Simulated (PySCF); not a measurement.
Ge(Cl)(SeH)3, H₃ClGeSe₃, SMILES [Cl][Ge]([SeH])([SeH])[SeH] (B3LYP/def2-SVP optimised geometry):

```
8

Cl    -2.749     1.126     1.434
Ge    -1.212     0.527     0.000
Se    -1.159    -1.858     0.000
Se    -1.864     1.405    -2.121
Se     0.845     1.467     0.761
H      0.317    -1.858     0.000
H     -1.509     0.138    -2.791
H      1.212     1.858    -0.614
```

Level of theory: B3LYP/def2-TZVP run with PySCF 2.14.0.

### Question
What are the frontier orbital energies and the dipole moment?

### Answer
HOMO-2 -7.26 eV, HOMO-1 -7.25 eV, HOMO -7.18 eV, LUMO -2.59 eV, LUMO+1 -0.84 eV; dipole moment 2.40 D.

Meta-Löwdin charges at B3LYP/def2-TZVP: Cl1 -0.30, Ge2 0.59, Se3 -0.18, Se4 -0.18, Se5 -0.18, H6 0.08, H7 0.08, H8 0.08.
